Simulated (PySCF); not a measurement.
## Spinor energies of Nb³⁺ (niobium, charge +3)

Start: [Kr] 4d1 5p1; 4d5/2 filled at m_j = +5/2; 5p3/2 filled at m_j = +3/2. Calculated with PySCF 2.14 in x2c-SVPall-2c with one added diffuse shell each of s, p, d type (7s9p7d1f, 76 functions): generalised Hartree-Fock with the X2C-1e Hamiltonian and a Gaussian nucleus; one run each with spin-orbit coupling (SO) switched off, then screened by Boettger's factors. This is a chosen level, not necessarily the ground level.

```csv
spinor shell,electrons,"ε, spin-free (eV)","ε, screened SO (eV)",weight of nominal j (screened SO),"rms radius, screened SO (bohr)"
1s1/2,2,-19122.1,-19121.3,1.000,0.0415
2s1/2,2,-2780.4,-2780.3,1.000,0.171
2p1/2,2,-2481.2,-2547.3,1.000,0.149
2p3/2,4,-2481.2,-2450.1,1.000,0.154
3s1/2,2,-527.20,-527.21,1.000,0.471
3p1/2,2,-426.43,-437.62,1.000,0.471
3p3/2,4,-426.43,-421.25,1.000,0.482
3d3/2,4,-261.40,-263.11,0.996,0.472
3d5/2,6,-261.40,-260.32,0.998,0.475
4s1/2,2,-108.79,-108.85,1.000,1.22
4p3/2,4,-78.463,-77.915,0.956,1.35
4p1/2,2,-78.463,-79.819,0.913,1.33
4d5/2,1,-41.169,-41.103,1.000,1.81
5p3/2,1,-24.538,-24.421,1.000,3.47
```

```csv
quantity,spin-free,screened SO
E (hartree),-3814.65681,-3815.03871
M_J,4,4
⟨J²⟩,20.006,20.006
⟨L²⟩,12.005,12.011
⟨S²⟩,2.001,2.007
```

Each row is a mean over spinors that exchange with the open shell spreads, by up to 4.768 eV (4p3/2).

Breit and QED terms are absent; they matter most for the inner s and p1/2 levels.

Densities and radii are taken from the X2C orbitals without a picture-change correction, which distorts them close to the nucleus.

Without spin-orbit coupling the j labels of p, d and f shells carry no meaning; the spin-free column gives the mean over the occupied spinors of each nl shell.
